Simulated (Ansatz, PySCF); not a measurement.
Pair of molecules: HCl (SMILES Cl) (first 2 atoms) with C2H4 (SMILES C=C); geometry from B3LYP-D3(BJ)/def2-TZVP.
(charge 0, multiplicity 1):
```tsv
atom	x (Å)	y (Å)	z (Å)
Cl	0.3088	-0.4808	0.0035
H	0.1925	-0.2875	1.2773
C	-0.5940	0.3638	3.4588
C	0.5624	-0.2560	3.6597
H	-1.5344	-0.1739	3.4527
H	-0.6456	1.4336	3.2966
H	1.5025	0.2822	3.6696
H	0.6137	-1.3252	3.8259
```

Counterpoise-corrected where a basis set is named; no monomer relaxation. Rows marked so take none.

Rows in 3-21G, 6-31G* carry no dispersion term and start afresh at each structure (6-31G* with six Cartesian d functions).

Programs: Ansatz (a quantum-chemistry and plane-wave program) with Gaussian orbitals; PySCF for 3-21G rows, 6-31G* rows. Each number belongs to the level named beside it.

Problem. One of these levels gives -3.04 kcal/mol for the interaction energy. Which one is it?
A) HF/3-21G (no counterpoise)
B) HF/aug-cc-pV(D+d)Z
C) HF/6-31G* (no counterpoise)
D) PBE/def2-TZVPPD

Solution. D, PBE/def2-TZVPPD. The others give -3.34 (HF/3-21G (no counterpoise)), -1.93 (HF/6-31G* (no counterpoise)), -0.60 (HF/aug-cc-pV(D+d)Z)
